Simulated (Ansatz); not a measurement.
(CuH)2 ring (Cu₂H₂). Charge 0, multiplicity 1. Geometry r2SCAN-D4/def2-TZVP, basis def2-TZVP, Ansatz.

```xyz
4

Cu   -0.948    0.504   -0.046
H    -0.618   -1.187   -0.334
Cu    0.948   -0.504    0.046
H     0.618    1.187    0.334
```

| run | HOMO (eV) | LUMO (eV) |
| --- | --- | --- |
| A | -7.73 | -0.58 |
| B | -8.20 | 0.73 |
| C | -5.08 | -2.55 |
| D | -5.48 | -2.19 |
| E | -4.88 | -2.53 |
| F | -4.54 | -3.55 |

HSE06 is defined as in plane-wave codes, on full-range PBE exchange.

Task: The runs used HF, HSE06, LDA (SPW92), PBE0, r2SCANh, ωB97M-V. Estimate which is which.

Result: A ωB97M-V (range-separated); B HF (100 % exact exchange); C HSE06 (range-separated); D PBE0 (25 % exact exchange); E r2SCANh (10 % exact exchange); F LDA (SPW92) (0 % exact exchange). Exact exchange lowers occupied and raises empty levels; among semilocal functionals meta-GGAs tend to open the gap a little, and such runs are hard to tell apart. The gap grows from 0.99 eV (LDA (SPW92)) to 8.93 eV (HF).
